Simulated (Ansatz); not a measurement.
Geometry optimisation, Ansatz 0.2.0, RKS PBE/def2-SVP.

The input (input.yaml):

```yaml
crystal:
  periodic: [false, false, false]
  atoms:
    - { symbol: W, position_ang: [0.0, 0.0, 0.0] }
    - { symbol: F, position_ang: [0.0, 0.0, 1.85] }
    - { symbol: H, position_ang: [1.72, 0.0, 0.0] }
    - { symbol: H, position_ang: [0.0, 1.72, 0.0] }
    - { symbol: H, position_ang: [-1.72, 0.0, 0.0] }
    - { symbol: Cl, position_ang: [0.0, -2.39, 0.0] }
    - { symbol: H, position_ang: [0.0, 0.0, -1.72] }
basis:
  gaussian: { orbitals: def2-SVP }
hamiltonian:
  xc: pbe
relax:
  f_tol: 0.02
  max_steps: 40
```

Launched with:

```bash
$ ansatz run input.yaml --threads 1 --pin off --max-ram 2048MiB --backend cpu --events-out ev --progress --plain --runs-dir out
```

Problem. Where does it end, and by what steps?

Solution. It converged. After 8 steps the energy has fallen by 3.943 eV; W1 moved furthest, 0.53 Å.

```
step  energy less start (eV)  largest force component (eV/Å)  accepted
   0                  0.0000                           5.835       yes
   1                 -1.5919                           1.810       yes
   2                 -2.6190                           2.516       yes
   3                 -3.5105                           1.774       yes
   4                 -3.8821                           0.875       yes
   5                 -3.9354                           0.166       yes
   6                 -3.9420                           0.087       yes
   7                 -3.9431                           0.030       yes
   8                 -3.9432                           0.012       yes
```

```xyz
7
Properties=species:S:1:pos:R:3
W 0.000 -0.382 0.364
F 0.000 0.440 2.069
H 1.421 0.313 -0.195
H 0.000 1.221 -0.129
H -1.421 0.313 -0.195
Cl 0.000 -2.513 -0.489
H 0.000 -0.061 -1.295
```

Whether the end is a true minimum wasn't checked by a vibrational analysis.

Run time: 40 s on 1 thread of Arm Neoverse V1 (shared host), peak memory 0.16 GiB.
